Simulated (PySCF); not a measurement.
## Dipole moment and polarisability of CrSeBr4

Compound: CrSeBr4 (singlet state).
Geometry (PBE0-D3(BJ)/def2-SVP, Å), atoms numbered from 1 in this order:
```
atom  x, y, z in Å
Cr1    0.0092   -0.0178    0.0366
Se2   -0.0198   -0.0017    2.0920
Br3    2.2965   -0.0142   -0.5071
Br4    0.0152    2.2498   -0.5747
Br5   -2.2586   -0.0210   -0.5747
Br6    0.0207   -2.2912   -0.5414
```

Level: B3LYP/def2-SVPD (PySCF), static field, nuclei fixed, core orbitals frozen in the response. The polarisability tensor in these axes (au):

```
x   187.82   0.01   0.61
y     0.01 187.20  -0.32
z     0.61  -0.32 147.43
```

**Question.** Diagonalise the tensor; give its mean and Δα, where Δα² is half the sum of the squared differences of the eigenvalues.

**Answer.** Principal values 147.42, 187.21 and 187.83 au; mean 174.15 au = 25.81 Å³ = 28.71 × 10⁻⁴⁰ C²·m²/J; Δα = 40.10 au (23 % of the mean).

**Question.** What is the dipole moment, and where does it point?

**Answer.** (-0.05, -0.01, 2.80) D, 2.80 D in size, pointing from the negative to the positive side. Measured along this direction, the outermost atoms are Br4, Br3, Br6 and Br5 at the negative end and Se2 at the positive end.

**Question.** Find the Langevin capture rate constant for NH4+ (18.034 u) meeting this molecule (447.530 u), k = 2.342 × 10⁻⁹ cm³/s × √(α in Å³ / reduced mass in u).

**Answer.** The reduced mass is 17.34 u, so k = 2.86 × 10⁻⁹ cm³/s. The formula leaves out the permanent dipole, which adds to the capture rate.

**Question.** Give the principal axes and the span of the nuclei along them.

**Answer.** Largest value along (1.00, 0.00, 0.02), where the nuclei span 4.56 Å; middle along (0.00, 1.00, -0.01), 4.54 Å; least along (-0.02, 0.01, 1.00), 2.65 Å. 

**Question.** Give the eigenvalues of the traceless quadrupole moment Θ = ½Σq(3rr − r²1), origin at the centre of nuclear charge.

**Answer.** -4.10, -3.92, 8.03 D·Å. The values depend on the origin, since the dipole doesn't vanish. The electronic extent ⟨r²⟩ about the same centre is 3505 bohr², a root-mean-square distance of 2.23 Å for the 198 electrons.

**Question.** What would n − 1 = 2πNα be for an ideal gas of these molecules at 273.15 K and 1 atm, electronic part alone?

**Answer.** N = p/kT = 2.6868 × 10¹⁹ cm⁻³, so n − 1 = 2π × N × 25.81 × 10⁻²⁴ cm³ = 4357 × 10⁻⁶ at long wavelengths, for an ideal gas.

**Question.** What depolarisation ratio follows for Rayleigh scattering of linearly polarised light, taking the static tensor?

**Answer.** ρ = 3Δα²/(45ᾱ² + 4Δα²) = 4824.8/(1364819 + 6433.1) = 0.00352.

Geometry: PBE0-D3(BJ)/def2-SVP; no solvent, vibrations or thermal averaging. The calculation is non-relativistic, for selenium and bromine too.
